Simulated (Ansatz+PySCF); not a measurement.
The numbers below are computed, except where a source is named.
Input for PySCF 2.14.0:

```python
from pyscf import gto, dft

mol = gto.M(atom="""
Be 0.000000 0.000000 -1.070780
O 0.000000 0.000000 0.535390
""", basis='sto-3g', charge=0, spin=0)
mf = dft.UKS(mol, xc='pbe0')
mf.kernel()
print(mf.converged, mf.e_tot, mf.spin_square()[0])
```

The script is written out from the run's settings.

Output:

```yaml
Converged: yes
Total_energy: -88.50576 hartree
Spin_squared_of_the_determinant: 0.000
```

This is not the lowest solution: another run reaches a determinant 0.54 eV lower.
